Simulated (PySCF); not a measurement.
A TDDFT job was run through a driver script with this input:

```
{"job": {"kind": "uv", "xc": "CAM-B3LYP", "basis": "def2-SVPD", "ip": false, "nstates": 10}, "charge": 0, "multiplicity": 1}
As     0.081953     0.702932     0.868536
C      1.774306     0.477836    -0.107214
H      2.300183    -0.414214     0.263148
H      2.418889     1.350312     0.075185
H      1.605831     0.374466    -1.190302
C     -0.662662     2.123973    -0.266847
H     -1.712132     2.300999     0.011252
H     -0.611986     1.859277    -1.334147
H     -0.103881     3.056650    -0.100398
C     -0.893807    -0.797709     0.029717
C     -0.462063    -2.156556     0.556578
H     -0.764605    -0.732862    -1.063968
H     -1.962743    -0.623497     0.237232
H     -1.048178    -2.970423     0.100609
H      0.598601    -2.359768     0.338829
H     -0.592077    -2.225335     1.648209
```

The program printed, after the SCF cycles:

```
converged SCF energy = -2394.5586520490

Static polarisability (au): isotropic 83.730, principal 74.068 83.691 93.431

Singlet excitations
state   eV       nm        f      main configurations
  1   6.3378    195.6   0.11862   H->L+1 0.75, H->L 0.08
  2   6.4515    192.2   0.13114   H->L+2 0.70, H->L 0.10, H->L+1 0.09
  3   6.5356    189.7   0.01327   H->L 0.72, H->L+2 0.13
  4   7.2320    171.4   0.30068   H->L+3 0.73, H->L+4 0.12
  5   7.6629    161.8   0.00594   H->L+4 0.56, H->L+7 0.11, H->L+3 0.09
  6   7.7803    159.4   0.00478   H->L+5 0.68, H-1->L 0.10
  7   7.8270    158.4   0.00576   H->L+6 0.80
  8   8.0901    153.3   0.03606   H-1->L+1 0.41, H-1->L 0.20, H-1->L+2 0.10
  9   8.1617    151.9   0.01818   H-1->L+2 0.37, H-1->L 0.29
 10   8.2977    149.4   0.00545   H->L+7 0.42, H-1->L+1 0.13, H-2->L+2 0.10

Triplet excitations (Tamm-Dancoff, eV): 5.3471 5.4124 6.3287 6.8952
```

Computed, not measured: TDDFT CAM-B3LYP/def2-SVPD, vertical, gas phase, core orbitals frozen in the response in PySCF. Isolated species at its PBE0-D3(BJ)/def2-SVP geometry (one conformer only). Relativistic effects, spin–orbit coupling among them, are left out although an element past zinc is present.

Task: What is the polarisability anisotropy, √(½[(α1 − α2)² + (α2 − α3)² + (α3 − α1)²])?

Result: 16.77 au.

Task: How much of the mean polarisability do the listed states account for?

Result: The sum over states Σ f/ΔE² (ΔE in hartree) gives 9.88 au, 12% of the total; the rest comes from higher roots of the same response equations.

Task: What transition dipole goes with state 4?

Result: |μ|² = 3f / (2ΔE) = 3 × 0.3007 / (2 × 0.2658) = 1.697 au, so |μ| = 3.31 D.

Task: What is the total energy of state 7 at this geometry?

Result: -2394.55865 + 0.28764 = -2394.27101 hartree.

Task: What share of the summed oscillator strength falls to the strongest level in this window?

Result: State 4 at 171 nm: 0.3007 of 0.6399, or 47%.

Task: Write the structure that the coordinates describe.

Result: `CC[As](C)C` (AsMe2Et) (C4H11As), point group C1.

H and L stand for HOMO and LUMO.

Time: 70 s wall (grids of density and orbitals included); peak memory 0.96 GiB. Hardware: Arm Neoverse V1, one thread, shared host with 32 logical CPUs at a one-minute load of 26.

Without π bonds the low states are Rydberg-like; a valence basis with one diffuse set may place them up to an eV too high.
